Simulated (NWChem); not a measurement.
System: bromine (Br2); SMILES BrBr

NWChem input:

```
start job
memory heap 200 mb stack 900 mb global 1100 mb
geometry units angstroms noautoz
  Br     0.000000     0.000000     1.149184
  Br     0.000000     0.000000    -1.149184
end
basis spherical
  Br library def2-tzvp
end
dft
  xc xwpbe 1.00 cpbe96 1.0 hfexch 1.00
  cam 0.4 cam_alpha 0.0 cam_beta 1.0
  iterations 150
  mulliken
end
task dft energy
```

Coordinates come from a PBE0/def2-SVP optimisation.

**Question.** Predict the main results of this run. (LC-wPBE (HJS exchange hole, range parameter 0.4 per bohr)/def2-TZVP.) Quantities: energy (Ha); highest occupied level (eV); orbital gap (eV).

**Answer.** 
| Item | Value |
|---|---|
| energy (Ha) | -5147.65 |
| highest occupied level (eV) | -10.87 |
| orbital gap (eV) | 9.55 |
